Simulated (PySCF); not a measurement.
Compound: C₃H₁₂N₂SSi₂.
SMILES with atom numbers: `[CH3:1][S:2][Si@@H:3]1[NH:4][CH2:5][CH2:6][Si@H:7]1[NH2:8]`

Probes without a nucleus sit at each ring's centroid and 1 Å off its mean plane on both sides; NICS is minus the shielding there, NICSzz its component along the normal. Level: GIAO PBE0/pcSseg-1 (PySCF, non-relativistic, gas phase) on the GFN2-xTB geometry, one conformer.

Ring bond lengths (Å), with Mayer bond orders in brackets: Si3–N4 1.719 (1.01), N4–C5 1.454 (0.97), C5–C6 1.525 (1.04), C6–Si7 1.909 (0.91), Si7–Si3 2.282 (0.94).

Problem. What do the NICS probes read (ppm)?

Solution. 
```json
{"ring": "Si3–N4–C5–C6–Si7", "type": "5-membered ring with N and 2 Si; formal bonds all single", "NICS(0)": "-4.6", "NICS(1), two faces": "-2.9 / -2.5", "NICS(1)zz, two faces": "0.2 / -0.9", "rms pucker (Å)": "0.19", "centre to ring atoms, mean (Å)": "1.48"}
```

Problem. What can be read from them?

Solution. 
- Si3–N4–C5–C6–Si7: mean NICS(1)zz -0.4 ppm, near zero. Si3, C5, C6, Si7 have four or more neighbours, so the value isn't read as a sign of a π ring current.

Problem. What are the shieldings of the ring atoms and their hydrogens in the same run (means over atoms taken as equivalent)?

Solution. 
```csv
atoms,environment,σ isotropic (ppm),"principal values of the symmetric part, first atom (ppm)"
Si3,SiH silicon,359.6,"305.5, 376.7, 396.5"
N4,silicon-bound nitrogen,215.0,"181.3, 212.8, 250.9"
C5,sp3 carbon bound to nitrogen,141.5,"117.3, 135.2, 171.9"
C6,sp3 carbon bound to silicon,165.3,"148.8, 164.8, 182.3"
Si7,SiH silicon,372.5,"329.0, 361.7, 426.7"
H on Si3,Si–H hydrogen,26.03,"21.4, 25.6, 31.1"
H on N4,N–H hydrogen,30.62,"20.6, 30.8, 40.4"
H on C5,methylene hydrogen,28.15,"22.1, 27.3, 35.1"
H on C5,methylene hydrogen,28.41,"22.6, 27.5, 35.2"
H on C6,methylene hydrogen,30.39,"26.1, 28.6, 36.4"
H on C6,methylene hydrogen,30.19,"25.6, 27.9, 37.1"
H on Si7,Si–H hydrogen,26.35,"22.7, 25.0, 31.4"
```
